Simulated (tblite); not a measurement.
C5H7BCl (doublet state).
Atom-mapped SMILES: `[BH:1][C@@H:2]1[C@H:3]([Cl:4])[C:5]12[CH2:6][CH2:7]2` (hydrogens: H8 on B1; H9 on C2; H10 on C3; H11, H12 on C6; H13, H14 on C7)

Computed with GFN2-xTB (tblite), gas phase: L-BFGS steps from a force-field or distance-geometry start until the largest atomic force falls under 0.01 eV/Å.

Step 24: E = -541.4337 eV
```
atom  x, y, z in Å  |  force x, y, z in eV/Å
B1      1.6289    1.2862    1.1078    0.014   0.028   0.027
C2      0.9615   -0.0763    0.9766    0.006   0.025  -0.028
C3      1.0122   -0.9353   -0.3105   -0.062  -0.023  -0.043
Cl4     2.0138   -0.4745   -1.6779   -0.003   0.052   0.037
C5     -0.1969   -0.1782    0.0121    0.007   0.038   0.028
C6     -1.6492   -0.4677    0.0622    0.025   0.014  -0.004
C7     -1.1270    0.7528   -0.6646   -0.039  -0.026   0.015
H8      2.1559    1.9364    0.3025   -0.026  -0.018  -0.010
H9      0.8548   -0.6961    1.8677   -0.060  -0.016  -0.067
H10     1.0020   -2.0116   -0.1985    0.040  -0.041   0.009
H11    -2.1846   -0.3259    0.9916    0.040  -0.009  -0.055
H12    -2.0072   -1.2970   -0.5344   -0.026   0.043   0.069
H13    -1.1612    0.7680   -1.7458    0.039  -0.031   0.055
H14    -1.3037    1.7188   -0.2111    0.043  -0.036  -0.032
```

Step 25: E = -541.4350 eV
```
atom  x, y, z in Å  |  force x, y, z in eV/Å
B1      1.6261    1.2853    1.1109    0.019   0.025   0.021
C2      0.9624   -0.0777    0.9760   -0.021  -0.005  -0.056
C3      1.0112   -0.9361   -0.3154   -0.012  -0.010   0.027
Cl4     2.0203   -0.4711   -1.6765   -0.028   0.050   0.038
C5     -0.1965   -0.1791    0.0117   -0.006   0.027   0.003
C6     -1.6494   -0.4664    0.0652    0.002   0.017  -0.010
C7     -1.1273    0.7515   -0.6655   -0.026  -0.008   0.005
H8      2.1517    1.9361    0.3058   -0.019  -0.005  -0.014
H9      0.8550   -0.6986    1.8662   -0.058  -0.022  -0.075
H10     1.0087   -2.0127   -0.2015    0.018  -0.020   0.000
H11    -2.1832   -0.3217    0.9950    0.049  -0.004  -0.050
H12    -2.0160   -1.2937   -0.5292    0.000   0.040   0.068
H13    -1.1627    0.7628   -1.7472    0.040  -0.034   0.068
H14    -1.3010    1.7209   -0.2175    0.042  -0.051  -0.025
```

Step 26: E = -541.4361 eV
```
atom  x, y, z in Å  |  force x, y, z in eV/Å
B1      1.6234    1.2852    1.1139    0.019   0.009   0.011
C2      0.9632   -0.0788    0.9742   -0.036  -0.021  -0.056
C3      1.0101   -0.9373   -0.3194    0.032   0.005   0.072
Cl4     2.0250   -0.4676   -1.6748   -0.045   0.045   0.033
C5     -0.1960   -0.1794    0.0110   -0.014   0.003  -0.022
C6     -1.6491   -0.4648    0.0675   -0.015   0.012  -0.007
C7     -1.1279    0.7500   -0.6663    0.003   0.009  -0.006
H8      2.1477    1.9366    0.3092   -0.012   0.008  -0.018
H9      0.8539   -0.7012    1.8631   -0.052  -0.025  -0.069
H10     1.0140   -2.0143   -0.2038   -0.001   0.004  -0.008
H11    -2.1807   -0.3181    0.9973    0.041   0.008  -0.015
H12    -2.0232   -1.2903   -0.5234    0.014   0.015   0.047
H13    -1.1633    0.7577   -1.7474    0.035  -0.034   0.045
H14    -1.2978    1.7217   -0.2232    0.033  -0.036  -0.007
```

Step 27: E = -541.4370 eV
```
atom  x, y, z in Å  |  force x, y, z in eV/Å
B1      1.6209    1.2852    1.1166    0.016  -0.011   0.000
C2      0.9634   -0.0799    0.9719   -0.036  -0.016  -0.028
C3      1.0098   -0.9384   -0.3215    0.052   0.015   0.076
Cl4     2.0280   -0.4639   -1.6729   -0.050   0.038   0.023
C5     -0.1957   -0.1798    0.0098   -0.014  -0.022  -0.034
C6     -1.6489   -0.4630    0.0692   -0.019   0.004   0.002
C7     -1.1283    0.7487   -0.6672    0.029   0.016  -0.013
H8      2.1442    1.9378    0.3123   -0.007   0.016  -0.020
H9      0.8523   -0.7040    1.8589   -0.049  -0.027  -0.051
H10     1.0177   -2.0157   -0.2056   -0.011   0.019  -0.012
H11    -2.1773   -0.3144    0.9991    0.023   0.020   0.026
H12    -2.0290   -1.2872   -0.5178    0.016  -0.017   0.019
H13    -1.1636    0.7526   -1.7471    0.027  -0.030   0.002
H14    -1.2943    1.7216   -0.2280    0.022  -0.005   0.012
```

Task: Estimate the geometry and energy of step 28. (The exact step hangs on the optimiser's Hessian estimate; all steps are aligned on step 27, rigid shifts and turns removed.)

Result: E = -541.4378 eV, largest force 0.070 eV/Å
```
atom  x, y, z in Å  |  force x, y, z in eV/Å
B1      1.6188    1.2848    1.1190    0.014  -0.025  -0.010
C2      0.9631   -0.0813    0.9694   -0.029   0.001   0.013
C3      1.0108   -0.9391   -0.3220    0.049   0.017   0.047
Cl4     2.0300   -0.4594   -1.6704   -0.046   0.033   0.007
C5     -0.1957   -0.1808    0.0079   -0.008  -0.038  -0.032
C6     -1.6490   -0.4612    0.0708   -0.014  -0.004   0.010
C7     -1.1281    0.7476   -0.6683    0.044   0.013  -0.017
H8      2.1406    1.9389    0.3151   -0.006   0.020  -0.018
H9      0.8503   -0.7073    1.8543   -0.047  -0.029  -0.025
H10     1.0209   -2.0167   -0.2077   -0.014   0.024  -0.012
H11    -2.1735   -0.3101    1.0014    0.007   0.028   0.058
H12    -2.0345   -1.2844   -0.5123    0.014  -0.043  -0.004
H13    -1.1638    0.7471   -1.7470    0.020  -0.021  -0.040
H14    -1.2908    1.7214   -0.2323    0.015   0.024   0.024
```

The energy changes by -0.0008 eV. The first-order estimate −F·Δx gives -0.0011 eV and the mean of the old and new forces, exact on a quadratic surface, -0.0008 eV. The step makes an angle of 70° with the force vector and moves no atom by more than 0.008 Å.

What follows is the cost of the whole relaxation. Time: 0.19 s wall. Hardware: one thread of an AMD EPYC 9R45, shared host.
